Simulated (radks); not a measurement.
The numbers below are computed, except where a source is named.
Species: Lu3+. Configuration: [Xe] 4f13.75 6p0.25 (fractional occupations, a model configuration). Level of theory: Dirac Kohn-Sham, exchange-only PBE, spin-unpolarised, spherical densities, finite nucleus; open shells fill j = l - 1/2 first; Fermi nuclear charge, rms radius 5.37 fm (a radial shooting solver on a logarithmic mesh with Libxc functionals).

Normalised radial functions P(r) = r R(r) (large component), r in bohr:

r	4f5/2	5d5/2
0.001114	0.0000	0.0000
0.001758	0.0000	0.0000
0.002796	0.0000	0.0000
0.004412	0.0000	0.0002
0.00696	0.0000	0.0006
0.01098	0.0001	0.0021
0.01733	0.0005	0.0070
0.02756	0.0025	0.0220
0.04348	0.0117	0.0592
0.0686	0.0479	0.1298
0.1082	0.1652	0.2019
0.1708	0.4490	0.1482
0.2694	0.8898	-0.1221
0.4285	1.1986	-0.3163
0.676	1.0532	-0.0192
1.067	0.6371	0.5149
1.683	0.2685	0.7495
2.655	0.0712	0.5394
4.223	0.0083	0.1736
6.662	0.0003	0.0169
10.51	0.0000	0.0002

4f5/2: eigenvalue -38.478 eV, 0 radial nodes, <r> = 0.702 bohr, 90 % of the charge inside 1.20 bohr. 5d5/2 (empty): eigenvalue -25.222 eV, 2 radial nodes at r = 0.226, 0.688 bohr, <r> = 2.07 bohr, 90 % of the charge inside 3.16 bohr.
